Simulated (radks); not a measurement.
Tb24+, 41 electrons, occupied as [Kr] 4d5.

All-electron calculation, Dirac Kohn-Sham, PBE, spin-unpolarised, spherical densities, finite nucleus; open shells fill j = l - 1/2 first; Fermi nuclear charge, rms radius 5.06 fm. Program: a radial shooting solver on a logarithmic mesh with Libxc functionals.

Energy parts (eV):
total: -311948.30
kinetic: 341840.94
electron-nucleus: -736441.98
Hartree: 88877.19
exchange-correlation: -6224.46

Orbitals (lengths in bohr, moments of r in powers of bohr):
\begin{tabular}{lrrr}
orbital & occ. & eigenvalue (eV) & <r^2> \\ \hline
1s1/2 & 2 & -52542.49 & 0.0006317 \\
2s1/2 & 2 & -9331.323 & 0.009827 \\
2p1/2 & 2 & -8905.375 & 0.007123 \\
2p3/2 & 4 & -8158.823 & 0.008352 \\
3s1/2 & 2 & -2639.691 & 0.06471 \\
3p1/2 & 2 & -2455.489 & 0.06008 \\
3p3/2 & 4 & -2299.518 & 0.06685 \\
3d3/2 & 4 & -1983.900 & 0.05296 \\
3d5/2 & 6 & -1949.772 & 0.05483 \\
4s1/2 & 2 & -1045.523 & 0.2887 \\
4p1/2 & 2 & -970.5149 & 0.2938 \\
4p3/2 & 4 & -928.3309 & 0.3188 \\
4d3/2 & 4 & -803.9434 & 0.3245 \\
4d5/2 & 1 & -795.2704 & 0.3320 \\
5s1/2 & 0 & -548.9645 & 0.9440 \\
5p1/2 & 0 & -516.2016 & 0.9898 \\
5p3/2 & 0 & -500.4751 & 1.052 \\
\end{tabular}

The highest occupied level is 4d5/2 at -795.27 eV. The density falls to 0.001 e/bohr^3 at r = 1.38 bohr. The electron density at the nucleus is 6.869e+05 e/bohr^3. For comparison, the ionisation energy in NIST's Atomic Spectra Database is 816 eV (theoretical). In exact Kohn-Sham theory the highest level is minus the ionisation energy, but local and semilocal functionals leave it too shallow, through self-interaction and a potential that decays too fast; potentials with the right tail come closer.

Beside tabulated values, note that spin-unpolarised runs miss the spin-polarisation part of the exchange energy of open shells.
